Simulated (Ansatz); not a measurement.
A structure relaxed at PBE0-D4/def2-TZVP, charge 0, multiplicity 1:

```xyz
12

C    -1.429    0.027   -1.637
S    -1.910    0.484    0.055
Sn   -0.074   -0.479    1.264
C     1.740    0.506    0.703
H    -0.494    0.505   -1.933
H    -1.343   -1.054   -1.751
H    -2.221    0.383   -2.295
H     0.009   -2.143    0.862
H    -0.435   -0.260    2.918
H     1.652    1.573    0.906
H     1.928    0.358   -0.361
H     2.578    0.098    1.270
```

Problem. Give its formula and SMILES.

Solution. C2H8SSn, `C[S][SnH2][CH3]`.

Problem. Summarise the bond lengths by kind.

Solution. 1 × C–S 1.817 Å; 6 × C–H 1.090 to 1.091 Å; 1 × S–Sn 2.401 Å; 1 × C–Sn 2.139 Å; 2 × H–Sn 1.707 to 1.714 Å.

Computed with Ansatz.
